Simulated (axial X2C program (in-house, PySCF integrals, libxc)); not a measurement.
Levels of SrH by electron attachment to SrH⁺ (EOM-EA-CCSD)

Calculated with an in-house all-electron X2C program for linear molecules (integrals from PySCF): two-component X2C with atomic mean-field Coulomb and Gaunt terms, Gaussian nuclei, basis Sr dyall-acv3z, H dyall-av3z with contracted cores.

R = 2.130 Å (near the PBE0 minimum at charge 0 of the determinant lowest at the starting distance; the state shown can have its own minimum elsewhere).

Hartree–Fock spinors of SrH⁺ (one of each Kramers pair; a window near the gap, which can cut inner shells):

```csv
ω,occupied,ε (eV),character
1/2,yes,-13.26,"61% H s, 15% Sr s, 14% Sr d"
1/2,no,-4.82,"57% Sr s, 30% Sr p, 7% H s"
1/2,no,-3.30,"80% Sr p, 18% Sr d"
3/2,no,-3.28,"80% Sr p, 19% Sr d"
1/2,no,-2.99,"55% Sr d, 37% Sr p, 4% H s"
3/2,no,-2.50,98% Sr d
5/2,no,-2.50,98% Sr d
```

Levels of SrH obtained by attaching an electron to SrH⁺:

```tsv
Ω	binding energy (eV)	above lowest (cm⁻¹)	attached spinor	one-particle weight
1/2	5.247	0	58% Sr sσ, 27% Sr pσ, 6% H sσ	0.98
1/2	3.598	13301	74% Sr pπ, 24% Sr dπ	0.98
3/2	3.564	13575	74% Sr pπ, 25% Sr dπ	0.98
1/2	3.427	14684	55% Sr dσ, 37% Sr pσ	0.98
3/2	3.088	17415	98% Sr dδ	0.97
5/2	3.072	17543	98% Sr dδ	0.98
1/2	2.734	20273	66% Sr dπ, 20% Sr pπ, 10% H pπ	0.96
3/2	2.705	20505	65% Sr dπ, 20% Sr pπ, 10% H pπ	0.97
1/2	2.017	26055	78% Sr sσ, 17% Sr pσ	0.99
```

Task: Take the first Ω = 1/2 and Ω = 3/2 rows of π character: how far apart are they, and which lies lower?

Result: E(3/2) − E(1/2) = 13575 − 13301 = 274 cm⁻¹ at EOM-EA-CCSD: regular, Ω = 1/2 lower. Splittings at this level can be off by ten to twenty per cent.

This point took 8 s on 1 thread of Arm Neoverse V2 (shared host).

Reference electrons by ω block (each with its −ω partner): 1/2: 13, 3/2: 5, 5/2: 1. 10 electrons of SrH⁺ correlated (inner shells frozen), 92 natural virtual spinors (a truncated set); levels can be off by some tenths of an eV. Roots sought by Ω: (1/2: 5, 3/2: 4, 5/2: 2, 7/2: 1); the list ends where they run out and leaves out roots under 60 % one-particle weight. The solver can skip a root, and states that need a further excitation, which the method places far too high, are missing though they may lie low or lowest. T1 of the reference 0.018 (Lee–Taylor). The reference was not checked to be the lowest state of its species. Number of frozen shells: Sr 3 s, 2 p, 1 d; H none.
